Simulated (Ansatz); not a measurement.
C₄H₁₀O₂, singlet, geometry from GFN2-xTB. Base run: B3LYP/6-31G in Ansatz (an electronic-structure program).

Input for Ansatz:
Ansatz 0.2 input:
```yaml
crystal:
  periodic: [false, false, false]
  atoms:
    - {symbol: C, position_ang: [2.54950472, 0.54334797, -0.24605806]}
    - {symbol: O, position_ang: [1.38345909, -0.09997987, 0.19559518]}
    - {symbol: C, position_ang: [0.23988357, 0.24045846, -0.55972664]}
    - {symbol: C, position_ang: [-0.95499430, -0.50342354, 0.04806535]}
    - {symbol: C, position_ang: [-2.24478646, -0.19004403, -0.69843881]}
    - {symbol: O, position_ang: [-1.11983341, -0.13106068, 1.39642165]}
    - {symbol: H, position_ang: [2.45241018, 1.63403526, -0.17660422]}
    - {symbol: H, position_ang: [3.35582024, 0.20771282, 0.40294336]}
    - {symbol: H, position_ang: [2.78045923, 0.27681584, -1.28466438]}
    - {symbol: H, position_ang: [0.06530137, 1.32623464, -0.51216537]}
    - {symbol: H, position_ang: [0.37389487, -0.04723821, -1.61269568]}
    - {symbol: H, position_ang: [-0.74305430, -1.58420892, -0.01046806]}
    - {symbol: H, position_ang: [-2.44188471, 0.87797047, -0.66031259]}
    - {symbol: H, position_ang: [-2.17127461, -0.50778994, -1.73444189]}
    - {symbol: H, position_ang: [-3.06987896, -0.70923108, -0.22025609]}
    - {symbol: H, position_ang: [-0.24844409, -0.16800953, 1.80947925]}
basis:
  gaussian:
    orbitals: 6-31G
hamiltonian:
  xc: b3lyp
```

The base run was repeated with changes; each row names its change, and settings that it needs were set with it.

| change | basis functions | E (Eh) |
|---|---|---|
| base | 74 | -308.77525 |
| basis = pcseg-0 | 74 | -308.02745 |
| basis = 3-21G | 74 | -307.17200 |
| basis = cc-pVDZ | 134 | -308.88557 |
| basis = pcseg-1 | 134 | -308.82262 |
| basis = def2-SVP | 134 | -308.64611 |
| basis = pc-1 | 134 | -308.82647 |
| basis = def2-SVPD | 206 | -308.67665 |
| basis = 6-311+G(2d,p) | 222 | -308.98332 |
| basis = aug-pcseg-1 | 228 | -308.84360 |
| basis = aug-cc-pVDZ | 228 | -308.91983 |
| basis = def2-TZVPD | 318 | -309.01030 |
| basis = cc-pVTZ | 320 | -308.99965 |

Totals compare only among sets that treat the same electrons; sets with core potentials leave the core out.
